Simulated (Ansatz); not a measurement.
Relaxation of F4HOZr (7 atoms, charge 0, multiplicity 2), to a largest force component of 0.03 eV/Å in at most 50 steps.

These are results of UKS PBE0/def2-SVP in Ansatz 0.2.0, not measurements.

```xyz
7
Properties=species:S:1:pos:R:3
Zr 0.013 0.018 -0.635
F -0.038 -0.053 2.541
F 1.917 0.005 -0.632
F -0.951 1.660 -0.623
F -0.940 -1.629 -0.528
O -0.004 -0.002 3.874
H -0.511 -0.800 4.112
```

Where does it end, and by what steps?

It converged. After 23 steps the energy has fallen by 5.197 eV; F2 moved furthest, 1.88 Å. Parted: F2–O6 (1.33 → 2.71 Å). Joined: Zr1–F2 (3.18 → 1.92 Å), Zr1–O6 (4.51 → 2.46 Å).

| step | energy less start (eV) | largest force component (eV/Å) | accepted |
| --- | --- | --- | --- |
| 0 | 0.0000 | 3.146 | yes |
| 1 | -0.1187 | 1.942 | yes |
| 2 | -0.2950 | 2.536 | yes |
| 3 | -1.1772 | 8.204 | yes |
| 4 | -3.7397 | 3.574 | yes |
| 5 | -4.2319 | 1.233 | yes |
| 6 | -4.4570 | 0.995 | yes |
| 7 | -4.5560 | 0.754 | yes |
| 8 | -4.6081 | 0.314 | yes |
| 9 | -4.6308 | 0.134 | yes |
| 10 | -4.6647 | 0.464 | yes |
| 11 | -4.6922 | 0.707 | yes |
| 12 | -4.7247 | 0.815 | yes |
| 13 | -4.7756 | 0.622 | yes |
| 14 | -4.8289 | 0.784 | yes |
| 15 | -4.9094 | 0.788 | yes |
| 16 | -5.0203 | 0.683 | yes |
| 17 | -5.1325 | 0.612 | yes |
| 18 | -5.1667 | 0.453 | yes |
| 19 | -5.1887 | 0.137 | yes |
| 20 | -5.1922 | 0.269 | yes |
| 21 | -5.1955 | 0.130 | yes |
| 22 | -5.1972 | 0.037 | yes |
| 23 | -5.1972 | 0.004 | yes |

```xyz
7
Properties=species:S:1:pos:R:3
Zr -0.142 -0.243 0.495
F -0.780 -1.573 1.720
F 1.757 -0.093 0.440
F -1.145 1.378 0.539
F -0.575 -0.984 -1.200
O 0.368 0.665 2.722
H 0.004 0.049 3.394
```

Whether the end is a true minimum wasn't checked by a vibrational analysis.

Time of the run: 3 min on 4 threads of Intel(R) Xeon(R) Platinum 8259CL CPU @ 2.50GHz (Skylake/Cascade Lake), on a shared host, peak memory 0.41 GiB.
